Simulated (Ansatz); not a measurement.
Geometry optimisation of FGeH$_{8}$N$_{3}$Si, SMILES `[NH2][GeH2][NH][SiH](N)F`.

```yaml
crystal:
  periodic: [false, false, false]
  atoms:
    - {symbol: N, position_ang: [-0.877500, 1.102400, -1.362530]}
    - {symbol: Ge, position_ang: [-0.762370, -0.707630, -1.317710]}
    - {symbol: N, position_ang: [-0.344310, -1.110710, 0.394870]}
    - {symbol: Si, position_ang: [1.030080, -0.478370, 1.235230]}
    - {symbol: N, position_ang: [1.128800, 1.229340, 1.243100]}
    - {symbol: F, position_ang: [0.804530, -0.945190, 2.763480]}
    - {symbol: H, position_ang: [-1.037460, 1.522090, -2.267570]}
    - {symbol: H, position_ang: [-1.527020, 1.510580, -0.703550]}
    - {symbol: H, position_ang: [-2.028860, -1.475430, -1.635290]}
    - {symbol: H, position_ang: [0.321640, -1.043220, -2.308240]}
    - {symbol: H, position_ang: [-0.676280, -1.999190, 0.733490]}
    - {symbol: H, position_ang: [2.304110, -1.042550, 0.817840]}
    - {symbol: H, position_ang: [0.740530, 1.729810, 2.025880]}
    - {symbol: H, position_ang: [0.924110, 1.708050, 0.380980]}
basis:
  gaussian: {orbitals: def2-TZVP}
hamiltonian: {xc: pbe0, dispersion: d4}
relax: {f_tol: 0.005, max_steps: 150}
```

```sh
$ ansatz run in.yaml --threads 2 --pin off --events-out ev --progress --plain --max-ram 31744MiB --backend cuda --devices 0, --max-vram 18GiB
```

Shortened log:

```
Functional definition: PBE0
mean field -71702.49093773 eV, -2635.0179402677 hartree, gradient 2.9e-5 eV, S^2 0.000000; 0 other end points of the search recorded, 0 dependent functions left out
relax step   1: F+E_penalty+E_count = -71702.79509723 eV  Δ(F+E_penalty+E_count) = +0.000e0 eV  max|allowed force component| = 9.084e-1 eV/Å  Δτ_max = 0.0000 Å  (29 SCF iters, accepted)
mean field -71702.55542955 eV, -2635.0203102983 hartree, gradient 1.7e-5 eV, S^2 0.000000; 0 other end points of the search recorded, 0 dependent functions left out
relax step   2: F+E_penalty+E_count = -71702.85921182 eV  Δ(F+E_penalty+E_count) = -6.411e-2 eV  max|allowed force component| = 3.984e-1 eV/Å  Δτ_max = 0.0731 Å  (31 SCF iters, accepted)
mean field -71702.56906163 eV, -2635.0208112680 hartree, gradient 1.7e-5 eV, S^2 0.000000; 0 other end points of the search recorded, 0 dependent functions left out
relax step   3: F+E_penalty+E_count = -71702.87224357 eV  Δ(F+E_penalty+E_count) = -1.303e-2 eV  max|allowed force component| = 1.074e-1 eV/Å  Δτ_max = 0.0496 Å  (31 SCF iters, accepted)
mean field -71702.55824006 eV, -2635.0204135826 hartree, gradient 1.3e-5 eV, S^2 0.000000; 0 other end points of the search recorded, 0 dependent functions left out
relax step   4: F+E_penalty+E_count = -71702.86253746 eV  Δ(F+E_penalty+E_count) = +9.706e-3 eV  max|allowed force component| = 2.616e-1 eV/Å  Δτ_max = 0.1450 Å  (31 SCF iters, rejected (line search))
mean field -71702.57628222 eV, -2635.0210766199 hartree, gradient 1.8e-5 eV, S^2 0.000000; 0 other end points of the search recorded, 0 dependent functions left out
relax step   5: F+E_penalty+E_count = -71702.87996159 eV  Δ(F+E_penalty+E_count) = -7.718e-3 eV  max|allowed force component| = 5.330e-2 eV/Å  Δτ_max = 0.0722 Å  (30 SCF iters, accepted)
mean field -71702.58097952 eV, -2635.0212492423 hartree, gradient 2.0e-5 eV, S^2 0.000000; 0 other end points of the search recorded, 0 dependent functions left out
relax step   6: F+E_penalty+E_count = -71702.88514443 eV  Δ(F+E_penalty+E_count) = -5.183e-3 eV  max|allowed force component| = 1.504e-1 eV/Å  Δτ_max = 0.0975 Å  (30 SCF iters, accepted)
mean field -71702.58568566 eV, -2635.0214221900 hartree, gradient 2.3e-5 eV, S^2 0.000000; 0 other end points of the search recorded, 0 dependent functions left out
relax step   7: F+E_penalty+E_count = -71702.89075513 eV  Δ(F+E_penalty+E_count) = -5.611e-3 eV  max|allowed force component| = 2.821e-1 eV/Å  Δτ_max = 0.1069 Å  (30 SCF iters, accepted)
mean field -71702.59557294 eV, -2635.0217855405 hartree, gradient 1.9e-5 eV, S^2 0.000000; 0 other end points of the search recorded, 0 dependent functions left out
relax step   8: F+E_penalty+E_count = -71702.90058480 eV  Δ(F+E_penalty+E_count) = -9.830e-3 eV  max|allowed force component| = 3.664e-1 eV/Å  Δτ_max = 0.0851 Å  (31 SCF iters, accepted)
mean field -71702.60709733 eV, -2635.0222090542 hartree, gradient 1.9e-5 eV, S^2 0.000000; 0 other end points of the search recorded, 0 dependent functions left out
relax step   9: F+E_penalty+E_count = -71702.91219542 eV  Δ(F+E_penalty+E_count) = -1.161e-2 eV  max|allowed force component| = 9.107e-1 eV/Å  Δτ_max = 0.1932 Å  (30 SCF iters, accepted)
mean field -71702.65993660 eV, -2635.0241508615 hartree, gradient 1.5e-5 eV, S^2 0.000000; 0 other end points of the search recorded, 0 dependent functions left out
relax step  10: F+E_penalty+E_count = -71702.96570234 eV  Δ(F+E_penalty+E_count) = -5.351e-2 eV  max|allowed force component| = 4.390e-1 eV/Å  Δτ_max = 0.2000 Å  (30 SCF iters, accepted)
mean field -71702.69040079 eV, -2635.0252704000 hartree, gradient 1.3e-5 eV, S^2 0.000000; 0 other end points of the search recorded, 0 dependent functions left out
relax step  11: F+E_penalty+E_count = -71702.99598465 eV  Δ(F+E_penalty+E_count) = -3.028e-2 eV  max|allowed force component| = 5.829e-1 eV/Å  Δτ_max = 0.1930 Å  (30 SCF iters, accepted)
mean field -71702.72130232 eV, -2635.0264060102 hartree, gradient 2.1e-5 eV, S^2 0.000000; 0 other end points of the search recorded, 0 dependent functions left out
relax step  12: F+E_penalty+E_count = -71703.02747957 eV  Δ(F+E_penalty+E_count) = -3.149e-2 eV  max|allowed force component| = 2.962e-1 eV/Å  Δτ_max = 0.2000 Å  (29 SCF iters, accepted)
mean field -71702.75231000 eV, -2635.0275455213 hartree, gradient 1.3e-5 eV, S^2 0.000000; 0 other end points of the search recorded, 0 dependent functions left out
relax step  13: F+E_penalty+E_count = -71703.05718494 eV  Δ(F+E_penalty+E_count) = -2.971e-2 eV  max|allowed force component| = 1.799e-1 eV/Å  Δτ_max = 0.2000 Å  (30 SCF iters, accepted)
mean field -71702.76521481 eV, -2635.0280197643 hartree, gradient 1.2e-5 eV, S^2 0.000000; 0 other end points of the search recorded, 0 dependent functions left out
relax step  14: F+E_penalty+E_count = -71703.07147289 eV  Δ(F+E_penalty+E_count) = -1.429e-2 eV  max|allowed force component| = 5.404e-1 eV/Å  Δτ_max = 0.1946 Å  (30 SCF iters, accepted)
mean field -71702.78382485 eV, -2635.0287036708 hartree, gradient 1.6e-5 eV, S^2 0.000000; 0 other end points of the search recorded, 0 dependent functions left out
relax step  15: F+E_penalty+E_count = -71703.09030294 eV  Δ(F+E_penalty+E_count) = -1.883e-2 eV  max|allowed force component| = 3.186e-1 eV/Å  Δτ_max = 0.1160 Å  (30 SCF iters, accepted)
mean field -71702.79513698 eV, -2635.0291193837 hartree, gradient 1.7e-5 eV, S^2 0.000000; 0 other end points of the search recorded, 0 dependent functions left out
relax step  16: F+E_penalty+E_count = -71703.10255366 eV  Δ(F+E_penalty+E_count) = -1.225e-2 eV  max|allowed force component| = 1.476e-1 eV/Å  Δτ_max = 0.1052 Å  (31 SCF iters, accepted)
mean field -71702.79817974 eV, -2635.0292312033 hartree, gradient 1.5e-5 eV, S^2 0.000000; 0 other end points of the search recorded, 0 dependent functions left out
relax step  17: F+E_penalty+E_count = -71703.10607058 eV  Δ(F+E_penalty+E_count) = -3.517e-3 eV  max|allowed force component| = 1.083e-1 eV/Å  Δτ_max = 0.0322 Å  (31 SCF iters, accepted)
mean field -71702.80035358 eV, -2635.0293110902 hartree, gradient 1.6e-5 eV, S^2 0.000000; 0 other end points of the search recorded, 0 dependent functions left out
relax step  18: F+E_penalty+E_count = -71703.10916202 eV  Δ(F+E_penalty+E_count) = -3.091e-3 eV  max|allowed force component| = 1.243e-1 eV/Å  Δτ_max = 0.1186 Å  (30 SCF iters, accepted)
mean field -71702.80248686 eV, -2635.0293894869 hartree, gradient 1.5e-5 eV, S^2 0.000000; 0 other end points of the search recorded, 0 dependent functions left out
relax step  19: F+E_penalty+E_count = -71703.11099247 eV  Δ(F+E_penalty+E_count) = -1.830e-3 eV  max|allowed force component| = 7.900e-2 eV/Å  Δτ_max = 0.0291 Å  (31 SCF iters, accepted)
mean field -71702.80298388 eV, -2635.0294077523 hartree, gradient 1.5e-5 eV, S^2 0.000000; 0 other end points of the search recorded, 0 dependent functions left out
relax step  20: F+E_penalty+E_count = -71703.11151813 eV  Δ(F+E_penalty+E_count) = -5.257e-4 eV  max|allowed force component| = 4.451e-2 eV/Å  Δτ_max = 0.0087 Å  (32 SCF iters, accepted)
mean field -71702.80317074 eV, -2635.0294146192 hartree, gradient 1.5e-5 eV, S^2 0.000000; 0 other end points of the search recorded, 0 dependent functions left out
relax step  21: F+E_penalty+E_count = -71703.11172450 eV  Δ(F+E_penalty+E_count) = -2.064e-4 eV  max|allowed force component| = 2.730e-2 eV/Å  Δτ_max = 0.0125 Å  (32 SCF iters, accepted)
mean field -71702.80314384 eV, -2635.0294136307 hartree, gradient 1.5e-5 eV, S^2 0.000000; 0 other end points of the search recorded, 0 dependent functions left out
relax step  22: F+E_penalty+E_count = -71703.11173820 eV  Δ(F+E_penalty+E_count) = -1.370e-5 eV  max|allowed force component| = 1.797e-2 eV/Å  Δτ_max = 0.0150 Å  (31 SCF iters, accepted)
mean field -71702.80328207 eV, -2635.0294187104 hartree, gradient 1.5e-5 eV, S^2 0.000000; 0 other end points of the search recorded, 0 dependent functions left out
relax step  23: F+E_penalty+E_count = -71703.11182254 eV  Δ(F+E_penalty+E_count) = -8.433e-5 eV  max|allowed force component| = 9.169e-3 eV/Å  Δτ_max = 0.0109 Å  (32 SCF iters, accepted)
mean field -71702.80330979 eV, -2635.0294197291 hartree, gradient 1.4e-5 eV, S^2 0.000000; 0 other end points of the search recorded, 0 dependent functions left out
relax step  24: F+E_penalty+E_count = -71703.11181660 eV  Δ(F+E_penalty+E_count) = +5.933e-6 eV  max|allowed force component| = 6.923e-3 eV/Å  Δτ_max = 0.0091 Å  (33 SCF iters, rejected (line search))
mean field -71702.80333103 eV, -2635.0294205096 hartree, gradient 1.5e-5 eV, S^2 0.000000; 0 other end points of the search recorded, 0 dependent functions left out
relax step  25: F+E_penalty+E_count = -71703.11184615 eV  Δ(F+E_penalty+E_count) = -2.362e-5 eV  max|allowed force component| = 2.736e-3 eV/Å  Δτ_max = 0.0045 Å  (34 SCF iters, accepted)
mean field -71702.80333103 eV, -2635.0294205096 hartree, gradient 5.2e-5 eV, S^2 0.000000; 1 other end points of the search recorded, 0 dependent functions left out
Total energy: -71703.11188265 eV, -2635.0407595726 hartree
Atom 0 at    -1.222228     1.143152    -1.090771 Å, force    -0.000048    -0.000803     0.000054 eV/Å
Atom 1 at    -0.618859    -0.587130    -1.334982 Å, force    -0.000293     0.000587    -0.000807 eV/Å
Atom 2 at    -0.165022    -1.232717     0.315897 Å, force     0.000258     0.000907     0.001769 eV/Å
Atom 3 at     0.925833    -0.519539     1.418429 Å, force     0.000454    -0.000895    -0.002570 eV/Å
Atom 4 at     1.236038     1.038289     0.846352 Å, force    -0.000123     0.001528    -0.000466 eV/Å
Atom 5 at     0.235698    -0.615747     2.866104 Å, force    -0.001042    -0.001023     0.002736 eV/Å
Atom 6 at    -1.229577     1.697595    -1.936835 Å, force     0.000045    -0.000129     0.000110 eV/Å
Atom 7 at    -2.135575     1.204825    -0.660322 Å, force     0.000401     0.000578    -0.000567 eV/Å
Atom 8 at    -1.683447    -1.560867    -1.884990 Å, force     0.000076    -0.000096    -0.000084 eV/Å
Atom 9 at     0.586864    -0.466799    -2.278195 Å, force    -0.000321    -0.000142     0.000203 eV/Å
Atom 10 at    -0.702234    -2.027862     0.624851 Å, force     0.000070    -0.000473     0.000060 eV/Å
Atom 11 at     2.214418    -1.222332     1.612534 Å, force     0.000100     0.000311    -0.000586 eV/Å
Atom 12 at     2.048310     1.569229     1.105097 Å, force     0.000362    -0.000041     0.000680 eV/Å
Atom 13 at     0.509780     1.579883     0.396812 Å, force     0.000060    -0.000309    -0.000532 eV/Å
Dipole moment:    -0.241858     0.188176    -0.513181 e Å
```

Run time 64 s (2 threads of an AMD EPYC 7R13 on a shared host and a share of an NVIDIA H100 80 GB); peak host memory 0.95 GiB.
